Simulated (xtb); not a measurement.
C2H7ClSi2, SMILES C=C[SiH2][SiH2]Cl. All values are semi-empirical tight-binding results from xtb (GFN2-xTB unless named), good for trends rather than for accurate numbers. Coordinates come from a GFN2-xTB optimisation. The values are those of a single conformer.

| Quantity | Result |
|---|---|
| orbital gap | 3.79 eV |
| dipole moment | 1.99 D |
| zero-point energy | 47.1 kcal/mol |
| G − E(el) at 298.15 K (modified RRHO) | 25.7 kcal/mol |
| static polarisability (D4 model) | 94.4 bohr³ |
| solvation energy, GFN2-xTB/ALPB(water) | -1.5 kcal/mol |
| solvation energy, GFN2-xTB/ALPB(benzene) | -4.6 kcal/mol |
